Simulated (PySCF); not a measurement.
Compound: C3H11PSi2.
Cartesian coordinates in Å at the PBE0-D3(BJ)/def2-SVP level; atoms count from 1:
```
atom  x, y, z in Å
C1    -2.6661    0.4892    0.5331
Si2   -1.1071   -0.5477    0.4236
C3    -0.1594   -0.3383   -1.2209
Si4    1.2982    0.3448   -0.2066
P5     3.0919   -1.0373   -0.2851
C6     0.3582    0.1394    1.4354
H7    -3.4360    0.1093   -0.1568
H8    -2.4530    1.5357    0.2637
H9    -3.0826    0.4762    1.5524
H10   -1.4089   -1.9811    0.7353
H11    0.0541   -1.2723   -1.7630
H12   -0.6075    0.3755   -1.9295
H13    1.6432    1.7678   -0.5273
H14    3.9279   -0.1531    0.4662
H15    3.5532   -0.5501   -1.5480
H16    0.8123   -0.5681    2.1458
H17    0.1462    1.0775    1.9720
```

Method: TDDFT CAM-B3LYP/def2-SVPD, vertical, gas phase, core orbitals frozen in the response in PySCF 2.14.0, density-fitted response routines.

Kohn–Sham orbitals with the atoms that hold most of them (Löwdin shares over 4%, at most four atoms; ? is withheld):

```json
{"orbital": "LUMO+2", "ε (eV)": "1.20", "atoms": "Si2 16%, Si4 14%, P5 8%, C1 8%"}
{"orbital": "LUMO+1", "ε (eV)": "1.17", "atoms": "Si4 15%, Si2 12%, C6 11%, C3 11%"}
{"orbital": "LUMO", "ε (eV)": "?", "atoms": "?"}
{"orbital": "HOMO", "ε (eV)": "-8.48", "atoms": "P5 42%, Si4 16%, C3 9%, C6 9%"}
{"orbital": "HOMO-1", "ε (eV)": "-8.79", "atoms": "?"}
{"orbital": "HOMO-2", "ε (eV)": "-9.65", "atoms": "C3 26%, C6 25%, Si2 16%, Si4 12%"}
{"orbital": "HOMO-3", "ε (eV)": "-10.07", "atoms": "C6 29%, C3 29%, Si4 12%, Si2 7%"}
```

**Question.** Give the leading atoms of the HOMO-1.

**Answer.** P5 (bonded to Si and 2 H) 30%; Si4 (bonded to 2 C, P and H) 14%; H13 (bonded to Si) 10%; C6 (bonded to 2 Si and 2 H) 10%.

**Question.** Give the leading atoms of the LUMO.

**Answer.** Si4 (bonded to 2 C, P and H) 23%; P5 (bonded to Si and 2 H) 18%; Si2 (bonded to 3 C and H) 8%; H13 (bonded to Si) 6%. By element: silicon 31%, phosphorus 18%, hydrogen 6% or more.

**Question.** What is the LUMO energy, and the HOMO–LUMO gap?

**Answer.** ε(LUMO) = 1.01 eV; the gap is 9.50 eV (0.3489 hartree).

**Question.** The HOMO–LUMO gap is 9.50 eV. Where does the response calculation put the lowest singlet, and from which orbitals?

**Answer.** S1 is at 6.35 eV (f = 0.0021), 3.15 eV below the gap, made of HOMO→LUMO+1 (66%), HOMO→LUMO+5 (15%). Its leading pair isn't HOMO and LUMO; the energies of that pair differ by 9.66 eV. 

Next come S2 at 6.56 eV (f 0.0040), HOMO→LUMO+2 (42%), HOMO→LUMO (31%), HOMO-1→LUMO (10%); S3 at 6.65 eV (f 0.023), HOMO→LUMO (36%), HOMO-1→LUMO+2 (24%), HOMO-1→LUMO+1 (9%); S4 at 6.70 eV (f 0.010), HOMO-1→LUMO+1 (52%), HOMO→LUMO+5 (20%), HOMO-1→LUMO+2 (10%); S5 at 6.87 eV (f 0.0009), HOMO-1→LUMO (62%), HOMO-1→LUMO+2 (11%), HOMO→LUMO (10%).

Time: 3.7 min of wall time. Hardware: an Arm Neoverse V1 with one thread (shared host).

One conformer stands for the species.
